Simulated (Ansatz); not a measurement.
Total energies of `C[N](C)[Ga]([NH2])[N](C)C`.

```xyz
22

C     2.3365   -0.2664   -0.2521
N     1.3971    0.7773    0.0506
C     2.0279    2.0218    0.3985
Ga   -0.4152    0.6161   -0.0710
N    -1.4125    2.1439   -0.1506
N    -1.2404   -1.0095   -0.0141
C    -2.5919   -1.2033   -0.4629
C    -0.6560   -2.2001    0.5394
H     2.9582   -0.5300    0.6184
H     3.0258    0.0326   -1.0574
H     1.8265   -1.1726   -0.5840
H     2.6838    1.9124    1.2761
H     1.2827    2.7822    0.6431
H     2.6521    2.4119   -0.4210
H    -2.4151    2.1026   -0.2228
H    -1.0576    2.9648   -0.6119
H    -3.2588   -1.5136    0.3569
H    -2.9985   -0.2841   -0.8915
H    -2.6557   -1.9810   -1.2399
H    -1.2650   -2.6004    1.3649
H     0.3395   -2.0010    0.9400
H    -0.5636   -3.0036   -0.2085
```

Total charge 0; spin multiplicity 1. Correlated methods include outer-core shells of Ga, which these sets cover unevenly. Scalar relativity is left out up to krypton. The geometry is a stationary point of PBE0-D4/def2-TZVP. It is one conformer, not always the lowest. Basis def2-TZVPP, Ansatz.

RPA on PBE orbitals: Hartree–Fock energy of these orbitals -2246.26590 Eh, correlation -2.55259 Eh (frozen core).

| functional | energy without D4 (Eh) | D4 term (kJ/mol) |
| --- | --- | --- |
| BLYP | -2250.02872 | -114.6 |
| r2SCAN | -2249.91500 | -14.6 |
| B97M-V | -2249.72228 | – |
| B3LYP | -2250.18009 | -84.8 |
| r2SCANh | -2249.88993 | -15.5 |
| r2SCAN0 | -2249.85473 | -16.9 |
| HSE06 (plane-wave form) | -2249.45627 | -42.8 |
| CAM-B3LYP | -2250.07319 | -46.6 |
| B2PLYP | -2249.47160 | – |
| PBE-QIDH | -2249.10261 | – |

Problem. Give the same for LDA (SPW92), PBE, revPBE, PBE0, BHLYP, LC-ωPBE, ωB97X-V, ωB97M-V. (An estimate is asked.)

Solution. The calculation gave: 
| functional | energy without D4 (Eh) | D4 term (kJ/mol) |
| --- | --- | --- |
| LDA (SPW92) | -2244.23287 | – |
| PBE | -2249.39563 | -53.5 |
| revPBE | -2249.86540 | -159.6 |
| PBE0 | -2249.47541 | -45.8 |
| BHLYP | -2249.88905 | -64.5 |
| LC-ωPBE | -2249.67730 | – |
| ωB97X-V | -2249.84982 | – |
| ωB97M-V | -2249.85515 | – |

B3LYP takes the VWN-RPA correlation (the form of Gaussian; ORCA's B3LYP/G). HSE06 is the plane-wave form, built on full-range PBE exchange. The double hybrids freeze the cores in their second-order part.

LC-ωPBE has ω = 0.4 bohr⁻¹.
